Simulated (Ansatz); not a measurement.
The same molecule with X = F, Cl, Br. Ansatz, PBE0-D4/def2-TZVP geometries, multiplicity 1.

Outer-core shells of Br, Mg are correlated without core-valence functions. Scalar relativity is left out up to krypton. Spin–orbit coupling is left out.

```
 X     molecule  vertical ionisation energy (CCSD(T)/def2-TZVPP) / eV  mean X–Mg bond length / Å  HOMO–LUMO gap (PBE/def2-TZVPP) / eV  zero-point energy (PBE0-D4/def2-TZVP) / kJ/mol  HOMO energy (PBE0/def2-TZVPP) / eV
Cl  `[MgH][Cl]`                                                 10.85                      2.187                                 5.40                                            16.6                               -8.28
Br  `[MgH][Br]`                                                 10.64                      2.340                                 5.20                                            16.0                               -8.18
```

Task: Give the row for X = F, `[F][MgH]`. (Estimate.)

Result: The calculation gave: 
```tsv
X	molecule	vertical ionisation energy (CCSD(T)/def2-TZVPP) / eV	mean X–Mg bond length / Å	HOMO–LUMO gap (PBE/def2-TZVPP) / eV	zero-point energy (PBE0-D4/def2-TZVP) / kJ/mol	HOMO energy (PBE0/def2-TZVPP) / eV
F	`[F][MgH]`	10.98	1.756	5.40	18.1	-8.28
```

From F to Br the vertical ionisation energy (CCSD(T)/def2-TZVPP) falls at each step, by 0.34 eV in all; the mean X–Mg bond length rises at each step, by 0.584 Å in all; the HOMO–LUMO gap (PBE/def2-TZVPP) isn't monotonic: highest at F, lowest at Br; the zero-point energy (PBE0-D4/def2-TZVP) falls at each step, by 2.1 kJ/mol in all; the HOMO energy (PBE0/def2-TZVPP) isn't monotonic: highest at Br, lowest at F. Bonds lengthen as the atom grows down the group.
